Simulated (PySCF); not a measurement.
## Bond length, frequency and bond energy of ZnIn by level of theory

State: ²Π (doublet), unpaired electrons π ↑. Set-up: Zn def2-SVP, In def2-SVP with ECP28; scalar-relativistic core potentials (PySCF 2.14). De refers to Zn + In in their high-spin ground configurations, without counterpoise correction. The functionals are run spin-unrestricted. A positive dipole means Zn(−)In(+). Levels whose curve was spin-contaminated or gave no clean fit are not listed.

```
       Level  Re (Å)  ωe (cm⁻¹)  De (eV)  μ (D)  CPU s a point (SCF and correlation, without the integrals)
    ROHF-MP2   2.936       92.2    0.248    n/a                                                        0.38
ROHF-SCS-MP2   3.034       75.1    0.166    n/a                                                         n/a
         LDA   2.668        147     0.74  -1.22                                                        0.43
         PBE   2.796        120    0.457  -1.27                                                        0.68
        PW91   2.787        122    0.476  -1.24                                                        0.61
      r²SCAN   2.741        131    0.491  -1.38                                                         1.1
       M06-L   2.806        117    0.457  -1.10                                                           1
        PBE0   2.848        109    0.365  -1.42                                                         1.3
     LC-ωPBE   2.877       95.0    0.254  -1.56                                                         1.7
```

The bond length runs from 2.668 Å (LDA) to 3.034 Å (ROHF-SCS-MP2). De spans 0.17 eV (ROHF-SCS-MP2, perturbation theory) to 0.74 eV (LDA, local density).

Correlated steps freeze 9 core orbitals. Correlated levels converge slowly with the basis: in double zeta they bind strong bonds too weakly, by up to about 1 eV, and carry superposition errors of some tenths. Spin–orbit coupling is left out, which matters for elements this heavy, above all for dissociation energies. The state was picked by a PBE0 search and need not be the measured ground state.

The whole job (state search and all levels along the bond) took about 2.7 min on 1 thread of Oxide Virtual Turin-like (shared host), peak memory 0.85 GiB.
